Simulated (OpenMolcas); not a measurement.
B+: terms and fine structure

```
Program             : OpenMolcas 26.06
Method              : CASSCF
Basis               : ANO-RCC-VQZP [5s4p3d2f1g]
Scalar Hamiltonian  : DKH2, point nucleus
Active space        : 2 electrons in 8 orbitals (2s 2p 3s 3p)
State averaging     : 2S+1 = 3 even, 3 roots; 2S+1 = 1 even, 6 roots kept (CI in the orbitals of an earlier block); 2S+1 = 3 odd, 3 roots; 2S+1 = 1 odd, 3 roots kept (CI in the orbitals of an earlier block)
Spin-orbit coupling : RASSI with atomic mean-field integrals over the reference wave functions, term energies averaged over their components
```

Spin-free terms above the lowest, with the occupations of the reference (each correlating shell added to its valence partner):

```csv
Configuration,Term,E (cm-1),Occupations
2s2,1S,0.0,2s 1.83 2p 0.17
2s 2p,3P*,38073,2s 1.00 2p 1.00
2s 2p,1P*,83763,2s 1.00 2p 1.00
2p2,3P,100402,2p 2.00
```

With spin-orbit coupling, above the lowest level:

```csv
Configuration,Term,J,E (cm-1),Measured (cm-1),Term weight %
2s2,1S,0,0.0,0.0,100
2s 2p,3P*,0,38058,37336,100
2s 2p,3P*,1,38065,37342,100
2s 2p,3P*,2,38080,37358,100
2s 2p,1P*,1,83763,73397,100
2p2,3P,0,100388,98911,100
2p2,3P,1,100395,98920,100
2p2,3P,2,100410,98933,100
```

Against the 7 measured excited levels shown (NIST Handbook of Basic Atomic Spectroscopic Data) the mean absolute deviation is 2400 cm-1; the largest miss in energy is 2s 2p 1P* 1: computed 83763, measured 73397 cm-1 (+14.1 %).

Without dynamic correlation excited terms often stand tens of per cent too high (terms of higher spin than the ground term too low), and those without a measured partner can miss by more than the paired ones. Terms from blocks run as CI alone lack orbitals of their own. Active for correlation alone: 3p 3s; no level in the range computed is led by a configuration that fills them, so any true level of that kind is missing. Computed and measured levels are paired by configuration, term and J; levels that our copy of the source lacks, or whose pairing is in doubt (as where it misses far off the trend of its configuration), stay unpaired and out of the deviations. Only configurations of the active space appear. The first state left out of the spin-orbit step lies near 140000 cm-1 above the lowest spin-free state of the reference (among the parities and spins computed), and the list stops at four fifths of that energy or lower.

The term weight is that of the spin-free term in the level, not the purity of its configuration. * marks odd parity.
